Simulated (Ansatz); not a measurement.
Z-matrix (Å, degrees):
```
Ge
Te 1 2.563
H 1 1.536 2 108.8
H 1 1.535 2 109.0 3 -120.4
H 1 1.536 2 109.1 3 119.2
Ga 2 2.511 1 94.9 3 123.5
H 6 1.563 2 116.1 1 179.8
H 6 1.563 2 118.2 1 -0.3
```

Charge 0, multiplicity 1. Te: def2 effective core potential.

List the CAM-B3LYP/def2-TZVPP orbital energies in eV (Ansatz). (Best estimate.)

Computed: Occupied: -10852.44, -10140.01, -1356.70, -1251.67, -1207.67, -1207.64, -1207.63, -1108.97, -1108.88, -1108.85, -172.19, -171.49, -151.95, -121.83, -121.75, -121.75, -121.43, -121.35, -121.25, -105.44, -105.21, -105.13, -45.10, -45.08, -44.98, -44.90, -44.90, -35.37, -35.35, -35.35, -35.27, -35.26, -25.21, -25.12, -25.04, -24.97, -24.97, -19.45, -16.83, -14.05, -11.51, -11.38, -10.46, -9.44, -8.87, -7.85. Lowest empty: -0.79, 0.19, 0.67, 1.72, 2.08, 2.14, 2.87, 3.77.
